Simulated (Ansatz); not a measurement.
The same path of AlH5N2O + H3P (13 atoms, charge 0, multiplicity 1) was run twice with different band settings. Lost on the way: P10–H13. Made: Al1–P10, O2–H13.

Theory: Ansatz 0.2.0, RKS B3LYP/6-31G*.

Relaxed end points:

```xyz
13
Properties=species:S:1:pos:R:3
Al -0.009 -0.459 -0.188
O 0.000 -0.416 1.532
H -0.820 -0.299 2.027
N 1.577 -0.507 -0.985
H 1.740 -0.602 -1.978
H 2.454 -0.484 -0.482
N -1.525 -0.432 -1.124
H -2.457 -0.517 -0.741
H -1.571 -0.363 -2.133
P -0.011 3.521 2.038
H 1.393 3.731 2.155
H -0.026 3.822 0.646
H 0.124 2.118 1.829
```

```xyz
13
Properties=species:S:1:pos:R:3
Al 0.175 0.706 0.068
O -0.260 -0.372 1.764
H -1.096 -0.608 1.252
N 1.651 0.091 -0.748
H 1.737 -0.818 -1.187
H 2.571 0.489 -0.606
N -1.457 -0.009 -0.486
H -1.473 -0.615 -1.303
H -2.251 0.622 -0.570
P 0.088 2.912 0.943
H 1.480 2.997 1.252
H 0.227 3.560 -0.319
H -0.523 0.158 2.536
```

Common settings: movable images 5; climbing image yes; spring 5.0 eV/Å²; optimiser quadratic models (default); start path through a guess of the saddle point; iteration limit 60; end points relaxed.

| run | force threshold |
| --- | --- |
| 1 | 0.03 eV/Å |
| 2 | 0.5 eV/Å |

What does each run give, and how far can it be trusted?

Run 1: converged after 31 iterations, highest image 1.117 eV above the first end. A vibrational analysis at the climbing image gives 2 clearly imaginary modes (1145i, 57i cm⁻¹): a point of higher order. A lower path may pass nearby, or the ends, which weren't checked, may share the extra mode.
Run 2: converged after 8 iterations, highest image 1.408 eV above the first end. The threshold of 0.5 eV/Å is loose, so the images may lie well off the minimum-energy path. Neighbouring images differ by up to 1.3 eV, so the band resolves the path poorly. The order of the point at the top wasn't checked.
The orbitals stay closed-shell, which can raise the energy where a bond breaks towards radicals; this wasn't checked here.
